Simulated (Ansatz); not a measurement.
Cost and result for the atomization energy of C$_{3}$H$_{6}$FNO$_{2}$Si (`CO[Si](F)(C#N)OC`) (14 atoms, 13 bonds).

| atom | x (Å) | y (Å) | z (Å) |
| --- | --- | --- | --- |
| C1 | 1.788 | 1.606 | -0.400 |
| O2 | 0.490 | 1.447 | -0.944 |
| Si3 | -0.633 | 0.415 | -0.461 |
| F4 | -1.866 | 0.553 | -1.432 |
| C5 | -1.260 | 0.856 | 1.221 |
| N6 | -1.600 | 1.096 | 2.295 |
| O7 | -0.059 | -1.083 | -0.397 |
| C8 | -0.696 | -2.235 | 0.127 |
| H9 | 1.736 | 1.971 | 0.630 |
| H10 | 2.314 | 2.341 | -1.008 |
| H11 | 2.339 | 0.663 | -0.421 |
| H12 | -1.133 | -2.033 | 1.110 |
| H13 | -1.478 | -2.582 | -0.551 |
| H14 | 0.058 | -3.015 | 0.230 |

Charge 0, multiplicity 1. Geometry: relaxed with PBE0-D4/def2-TZVP. It is one conformer, not always the lowest. Program: Ansatz. All runs use 2 threads of an AMD EPYC 7R13 on a shared host and a share of an NVIDIA H100 80 GB. Times are those of one run each, without the atoms' runs, and a repeat can differ threefold. Electronic energies, without spin–orbit coupling; frozen cores. CCSD(T)/CBS adds CCSD(T) − MP2 in def2-TZVPP to the MP2 limit, and its time is that of the two runs behind it. T1 = 0.012. B3LYP takes the VWN-RPA correlation (the form of Gaussian; ORCA's B3LYP/G).

CCSD(T)/CBS is a level of theory with its own doubt, some kJ/mol a heavy atom from the limit and from the frozen cores, so smaller differences don't rank the functionals.

```csv
level,functions,wall time
PBE0-D4/def2-TZVPP,343,24 s
B3LYP-D4/def2-TZVPP (with forces),343,28 s
MP2/def2-QZVPP,649,30 s
r2SCAN-D4/def2-TZVPP (with forces),343,30 s
PBE-D4/def2-TZVPP (with forces),343,32 s
B2PLYP/def2-TZVPP,343,34 s
ωB97X-V/def2-TZVPP,343,34 s
CCSD(T)/def2-TZVPP,343,50 s
ωB97M-V/def2-TZVPP (with forces),343,57 s
CCSD(T)/CBS(def2),–,79 s
```

Task: What atomization energy does each give, and how far from CCSD(T)/CBS? (Estimate.)

Result: Ansatz gave: 
```csv
level,atomization (kcal/mol),difference from CCSD(T)/CBS,per bond
PBE0-D4/def2-TZVPP,1439.2,-6.3,-0.5
B3LYP-D4/def2-TZVPP (with forces),1441.0,-4.5,-0.3
MP2/def2-QZVPP,1472.4,26.9,2.1
r2SCAN-D4/def2-TZVPP (with forces),1443.0,-2.5,-0.2
PBE-D4/def2-TZVPP (with forces),1477.6,32.1,2.5
B2PLYP/def2-TZVPP,1431.4,-14.1,-1.1
ωB97X-V/def2-TZVPP,1445.8,0.3,0.0
CCSD(T)/def2-TZVPP,1404.1,-41.4,-3.2
ωB97M-V/def2-TZVPP (with forces),1448.0,2.5,0.2
CCSD(T)/CBS(def2),1445.5,0.0,0.0
```

The D4 term adds +12.3 kcal/mol with B3LYP and +6.6 kcal/mol with PBE0; it sums over pairs of atoms, weighted by their polarisabilities, and B3LYP, whose exchange is more repulsive, gets the larger term. In def2-TZVPP, CCSD(T) changes the Hartree–Fock value by +378.5 kcal/mol (the triples alone add +25.6 kcal/mol) and MP2 by +421.9 kcal/mol; breaking electron pairs costs correlation energy, which Hartree–Fock lacks. From PBE to PBE0 (25 % exact exchange), in def2-TZVPP and without D4, the atomization energy moves by −37.3 kcal/mol: exact exchange takes away binding that semilocal exchange gives to molecules.
